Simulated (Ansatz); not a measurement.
`[Cu][S]c1ccc(C#Cc2ccc(C#Cc3ccccc3)cc2)cc1` with charge +1, relaxed as a doublet with UKS PBE-D4/def2-SVP in Ansatz, starting from the PBE-D4/def2-SVP geometry of the neutral singlet. Force threshold 0.03 eV/Å.

Single mean-field runs in def2-SVP are fitted with def2-universal-jkfit.

Start:

Cartesian coordinates in Å:
```
Cu -9.238 1.132 4.822
S -9.064 -0.674 3.712
C -7.432 -0.482 3.048
C -6.669 -1.648 2.792
C -5.396 -1.563 2.228
C -4.821 -0.306 1.902
C -3.517 -0.219 1.349
C -2.382 -0.151 0.869
C -1.072 -0.080 0.329
C -0.522 1.160 -0.101
C 0.767 1.228 -0.622
C 1.571 0.061 -0.736
C 2.891 0.131 -1.256
C 4.042 0.190 -1.694
C 5.373 0.255 -2.194
C 6.186 -0.908 -2.243
C 7.495 -0.839 -2.730
C 8.021 0.384 -3.180
C 7.226 1.542 -3.139
C 5.916 1.484 -2.653
C 1.022 -1.178 -0.309
C -0.268 -1.247 0.211
C -5.590 0.862 2.156
C -6.867 0.771 2.707
H -7.090 -2.631 3.052
H -4.817 -2.479 2.040
H -1.133 2.070 -0.017
H 1.180 2.193 -0.951
H 5.771 -1.863 -1.889
H 8.113 -1.749 -2.760
H 9.052 0.434 -3.563
H 7.634 2.502 -3.490
H 5.291 2.388 -2.619
H 1.632 -2.089 -0.393
H -0.681 -2.212 0.539
H -5.165 1.845 1.909
H -7.459 1.686 2.876
```

```tsv
step	energy (eV)	largest force component (eV/Å)	SCF passes
1	-78427.7968	0.959	36
2	-78427.8388	0.371	27
3	-78427.8543	0.185	27
4	-78427.8666	0.161	30
5	-78427.8734	0.254	30
6	-78427.8786	0.170	25
7	-78427.8831	0.044	24
8	-78427.8846	0.020	25
9	-78427.8853	0.037	24
10	-78427.8858	0.037	23
11	-78427.8865	0.026	23
```

Force components are those of the run's own axes.

End:

```xyz
37

Cu   -9.7800    1.2638    3.9316
S    -8.9410   -0.7004    3.8063
C    -7.3648   -0.4842    3.0996
C    -6.5813   -1.6598    2.8898
C    -5.3141   -1.5750    2.3352
C    -4.7615   -0.3098    1.9629
C    -3.4763   -0.2244    1.4062
C    -2.3367   -0.1567    0.9189
C    -1.0437   -0.0863    0.3760
C    -0.4750    1.1726    0.0073
C     0.8040    1.2400   -0.5211
C     1.5793    0.0531   -0.7053
C     2.8811    0.1226   -1.2325
C     4.0315    0.1833   -1.6891
C     5.3446    0.2521   -2.2042
C     6.1320   -0.9299   -2.3265
C     7.4306   -0.8533   -2.8316
C     7.9645    0.3895   -3.2234
C     7.1954    1.5639   -3.1089
C     5.8960    1.5043   -2.6035
C     1.0085   -1.2057   -0.3408
C    -0.2711   -1.2743    0.1859
C    -5.5485    0.8662    2.1728
C    -6.8153    0.7770    2.7266
H    -6.9950   -2.6391    3.1737
H    -4.7183   -2.4863    2.1776
H    -1.0665    2.0879    0.1508
H     1.2396    2.2092   -0.8021
H     5.7039   -1.8944   -2.0172
H     8.0373   -1.7669   -2.9232
H     8.9890    0.4433   -3.6214
H     7.6185    2.5315   -3.4179
H     5.2858    2.4144   -2.5086
H     1.6012   -2.1203   -0.4838
H    -0.7061   -2.2442    0.4657
H    -5.1351    1.8450    1.8890
H    -7.4124    1.6912    2.8850
```

By distances, no bond broke or formed. The bond that changes most is S2–C3, from 1.77 to 1.74 Å (atoms count from 1).

The force fell under the threshold at step 8, but the optimiser went on. No frequencies were taken in this run, so the end may be a saddle point.

Run time 36 s (2 threads of AMD EPYC 7R13 on a shared host and a share (18 GiB) of an NVIDIA H100 80GB HBM3), peak host memory 0.93 GiB.
